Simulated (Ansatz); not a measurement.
Relaxation of CH$_{5}$ClGe (8 atoms, charge 0, multiplicity 1), to a largest force component of 0.02 eV/Å in at most 40 steps.

All numbers below come from RKS B3LYP-D4/def2-SVP (Ansatz).

```xyz
8
Properties=species:S:1:pos:R:3:forces:R:3
Ge 0.000 0.000 0.000 -0.05 0.03 0.07
H 0.000 0.000 1.550 0.23 0.07 -0.13
Cl 2.094 0.000 -0.739 -0.52 0.04 0.20
H -0.730 1.265 -0.516 0.25 0.01 0.00
C -0.923 -1.599 -0.653 -0.01 -0.27 -0.20
H -1.423 -2.111 0.196 0.14 0.12 -0.28
H -1.683 -1.307 -1.407 0.24 -0.16 0.21
H -0.187 -2.288 -1.118 -0.29 0.16 0.14
```

Task: Where does it end, and by what steps?

Result: It converged. The force dipped under the threshold on the way, but the program's further checks kept it going. After 13 steps the energy has fallen by 0.079 eV; H7 moved furthest, 0.65 Å.

```tsv
step	energy less start (eV)	largest force component (eV/Å)	accepted
0	0.0000	0.518	yes
1	-0.0249	0.248	yes
2	-0.0414	0.061	yes
3	-0.0427	0.022	yes
4	-0.0456	0.076	yes
5	-0.0399	0.521	no
6	-0.0531	0.042	yes
7	-0.0584	0.187	yes
8	-0.0625	0.277	yes
9	-0.0704	0.178	yes
10	-0.0770	0.010	yes
11	-0.0785	0.072	yes
12	-0.0787	0.034	yes
13	-0.0790	0.007	yes
```

```xyz
8
Properties=species:S:1:pos:R:3
Ge -0.021 -0.017 0.042
H 0.362 -0.163 1.528
Cl 1.847 0.228 -1.071
H -0.846 1.265 -0.186
C -0.919 -1.609 -0.651
H -1.864 -1.771 -0.108
H -1.137 -1.482 -1.721
H -0.275 -2.490 -0.520
```

Whether the end is a true minimum wasn't checked by a vibrational analysis.

Run time: 61 s on 1 thread of Arm Neoverse V1, on a shared host, peak memory 0.18 GiB.
